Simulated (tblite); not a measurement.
Compound: C7H9 (doublet state).
SMILES with atom numbers: `[CH3:1]/[CH:2]=[CH:3]/[CH2:4][C:5]1=[CH:6][CH:7]1` (hydrogens: H8, H9, H10 on C1; H11 on C2; H12 on C3; H13, H14 on C4; H15 on C6; H16 on C7)

Computed geometry: GFN2-xTB, gas phase. This method treats the open shell by occupation alone, without spin polarisation.

List the bond lengths, angles and torsions at this level.

```csv
bond,length (Å)
C1–C2,1.492
C2=C3,1.321
C3–C4,1.504
C4–C5,1.468
C5=C6,1.326
C6–C7,1.473
C5–C7,1.463
"C1–H8, C1–H9, C1–H10",1.089
C2–H11,1.083
C3–H12,1.081
"C4–H13, C4–H14",1.095
C6–H15,1.063
C7–H16,1.079
```

Bonds in one row agree within 0.01 Å and their mean is given. A selection of angles:
```csv
angle,degrees
C2–C1–H8,110.2
C2–C1–H9,111.1
H8–C1–H9,108.9
H8–C1–H10,107.6
C1–C2–C3,124.6
C1–C2–H11,115.4
C3–C2–H11,120.0
C2–C3–C4,124.2
C2–C3–H12,120.8
C4–C3–H12,115.0
C3–C4–C5,109.1
C3–C4–H13,110.5
C3–C4–H14,108.9
C5–C4–H13,110.7
C5–C4–H14,108.5
H13–C4–H14,109.0
C4–C5–C6,149.7
C4–C5–C7,146.8
C6–C5–C7,63.5
C5–C6–C7,62.8
C5–C6–H15,149.0
C7–C6–H15,148.0
C6–C7–H16,127.7
C5–C7–C6,53.7
C5–C7–H16,128.2
```

Torsions: C1–C2–C3–C4 180° (antiperiplanar); C2–C3–C4–C5 -121° (anticlinal); C3–C4–C5–C6 118° (anticlinal); C4–C5–C6–C7 -179° (antiperiplanar); C4–C5–C7–C6 179° (antiperiplanar). The mirror-image conformer, all signs reversed, is as good.

The 7 C–C bonds span 1.321 Å (C2=C3, drawn double) to 1.504 Å (C3–C4, drawn single), a spread of 0.183 Å. C2 (carbon bonded to 2 C and H) is planar (angles 124.6°, 120.0° and 115.4°, sum 360.0°, 0.00 Å off the plane of its three neighbours). The 3-membered ring C5–C6–C7 has internal angles of 53.7° to 63.5°. C3 (carbon bonded to 2 C and H) is planar (angles 124.2°, 120.8° and 115.0°, sum 360.0°, 0.01 Å off the plane of its three neighbours). C5 (carbon bonded to 3 C) is planar (angles 149.7°, 146.8° and 63.5°, sum 360.0°, 0.01 Å off the plane of its three neighbours). Of the pairs four or more bonds apart, H11···H13 is among the closest relative to their van der Waals radii: 2.40 Å, 100 % of the sum of Bondi's values. C6 (carbon bonded to 2 C and H) is planar (angles 149.0°, 148.0° and 62.8°, sum 359.8°, 0.02 Å off the plane of its three neighbours).

Point group: C1 (no symmetry element, even within 0.4 Å). Its GFN2-xTB frequencies are all real (lowest 31 cm⁻¹).
